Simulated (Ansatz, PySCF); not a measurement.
System: sum formula H₃BPO, charge -1, multiplicity 1. It need not be the lowest isomer of its formula. Whether it binds its extra electron was not tested at this geometry. 
Coordinates optimised at B3LYP-D3(BJ)/def2-TZVP (Ansatz, a program for electronic structure):
```xyz
6

B     -0.2702    -0.6696     0.3189
H     -1.1734    -1.4714     0.4021
O      0.8262    -1.0369     1.1352
H      1.5205    -0.3752     1.0402
P     -0.2688     0.8540    -0.7228
H     -1.5741     0.6803    -1.2766
```
Charge -1, spin multiplicity 1.

Total electronic energies in hartree. Correlated levels leave the core frozen unless marked. Spin-orbit coupling is left out. Non-relativistic unless marked X2C. Basis-set limits of correlation are two-point, X^-3; Hartree-Fock from the larger set. [CCSD(T)-MP2]/basis is that difference in the basis named.

```csv
level,program,energy (Eh)
HF/cc-pV(T+d)Z,Ansatz,-442.13144
HF/cc-pwCVTZ,Ansatz,-442.13260
BLYP-D4/def2-TZVPD,Ansatz + dftd4,-443.33770
revPBE-D3(BJ)/def2-TZVPD,Ansatz + dftd3,-443.27054
BP86-D3(BJ)/def2-TZVPD,PySCF + dftd3,-443.40313
TPSS/def2-TZVPD,PySCF,-443.39690
B3LYP-D4/def2-TZVPD,Ansatz + dftd4,-443.39274
TPSSh-D3(BJ)/def2-TZVPD,PySCF + dftd3,-443.38306
TPSSh/def2-TZVPD,PySCF,-443.37895
MP2/cc-pVTZ,Ansatz,-442.64363
SCS-MP2/STO-3G,Ansatz,-436.84508
SCS-MP2/aug-cc-pV(T+d)Z,Ansatz,-442.66399
CCSD/STO-3G,Ansatz,-436.86939
X2C-CCSD(T)/cc-pVTZ-DK,Ansatz,-443.56714
"RI-MP2/CBS(aug-cc-pV(T+d)Z,aug-cc-pV(Q+d)Z)+[CCSD(T)-MP2]/aug-cc-pV(T+d)Z",Ansatz,-442.7832
```

Totals of different functionals don't rank their quality; only differences between species are comparable.
